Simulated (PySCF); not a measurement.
Al(I)(Me)(OH) (CH4AlIO), SMILES [CH3][Al]([OH])[I].

Geometry optimised at PBE-D3(BJ)/def2-SVP. The structure was generated by enumeration; whether it is a known compound was not checked. The def2 effective core potentials stand for the cores of I; spin–orbit coupling is left out. Other conformers were not sampled.

All values below come from B3LYP/def2-TZVP run with PySCF.

The molecule is in vacuum.

| Property | Result |
|---|---|
| total energy | -656.18697 hartree |
| point group | Cs |
| highest occupied level | -7.41 eV |
| lowest empty level | -0.88 eV |
| orbital gap | 6.52 eV |
| dipole moment | 0.58 D |
| quadrupole, principal values (traceless, Buckingham form, about the centre of nuclear charge) | -6.88, 2.54, 4.34 D·Å |
| mean static polarisability | 73.5 bohr³ (10.89 Å³) |
| polarisability, principal values | 57.3, 69.2, 94.0 bohr³ |
